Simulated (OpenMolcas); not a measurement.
# Mn3+: moving or changing the point charges

Mn3+ among 6 point charges of -2 e arranged as a tetragonal octahedron (D4h), 1.68 Å from the ion, with the axial distance 1.546 Å. The active orbitals were held to one l.
```
   1.6800    0.0000    0.0000  -2.00
   0.0000    1.6800    0.0000  -2.00
  -1.6800    0.0000    0.0000  -2.00
   0.0000   -1.6800    0.0000  -2.00
   0.0000    0.0000    1.5456  -2.00
   0.0000    0.0000   -1.5456  -2.00
```

```
Program             : OpenMolcas 26.06
Method              : CASSCF
Basis               : ANO-RCC-VTZP [6s5p3d2f1g]
Scalar Hamiltonian  : DKH2, point nucleus
Active space        : 4 electrons in 5 orbitals (3d)
State averaging     : 2S+1 = 5 even, 5 roots; 2S+1 = 3 even, 45 roots; 2S+1 = 1 even, 50 roots
Spin-orbit coupling : state interaction with AMFI integrals over the reference wave functions
```

Runs around this geometry, states (labels of D4, the rotations of D4h). Energies in cm-1 above the lowest state or level, χT in cm3 K/mol.

```csv
R (Å),Axial / equatorial distance,Ground state,First state of that spin,First gap with spin-orbit (degeneracies),χT at 300 K,First state of another spin
1.68,0.92,5A1,5B1 6069,"4.8 (1, 2)",2.929,3A2 17963
1.78,0.92,5A1,5B1 5184,"5.4 (1, 2)",2.906,3A2 20005
1.68,0.99,5A1,5B1 658.4,"5.7 (1, 2)",2.900,3A2 17981
```

Taking the first state of the same spin as R^-n, n = -ln(5184 / 6069) / ln(1.78 / 1.68) = 2.7 between the shortest and longest distance.

Without dynamic correlation the repulsion within the d shell is too large (B by tens of per cent), so at a given field states of lower spin stand too high. Point charges carry no covalency, so the field is a model and not that of real ligands. No measured value stands beside these numbers.
